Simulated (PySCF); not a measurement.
CH7FO2Si2, SMILES O[SiH2][C@@H](O)[SiH2]F. Coordinates come from a PBE-D3(BJ)/def2-SVP optimisation. The structure was generated by enumeration; whether it is a known compound was not checked. Other conformers were not sampled.

Problem. Give the equilibrium geometry at PBE-D3(BJ)/def2-SVP (PySCF confirms it by a frequency run) as Cartesian coordinates in Å. (The exact figures need the calculation; the answer reports its results.)

Solution. This is not unique; one that fits is 
```xyz
13

O     -1.1400     1.8015     0.8057
Si    -1.4891     0.3085     0.1207
C     -0.0488    -0.9237     0.4026
O     -0.3559    -2.2351    -0.1037
Si     1.4929    -0.3235    -0.5162
F      1.5225     1.3217    -0.2653
H     -0.2615     2.1249     0.5223
H     -2.7095    -0.2306     0.8129
H     -1.7537     0.3718    -1.3623
H      0.2004    -0.9286     1.4948
H     -1.1187    -2.5747     0.4006
H      1.3659    -0.5602    -1.9896
H      2.7817    -0.8766     0.0162
```
Charge 0, spin multiplicity 1.
